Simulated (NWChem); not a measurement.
CH₃FZn; SMILES [CH3][Zn][F]

Results from NWChem. Medium grid unless said otherwise, to which SCAN and Minnesota functionals are sensitive. Geometry: optimised at PBE0/def2-SVP.

**Question.** Order these by “orbital gap (eV)”, lowest first: B3PW91/def2-SVP; TPSSh/def2-SVP; M06-2X/def2-SVP; PBE/def2-SVP; r2SCAN0/def2-SVP.

**Answer.** PBE/def2-SVP (6.10), TPSSh/def2-SVP (7.25), B3PW91/def2-SVP (8.00), r2SCAN0/def2-SVP (8.76), M06-2X/def2-SVP (9.75)
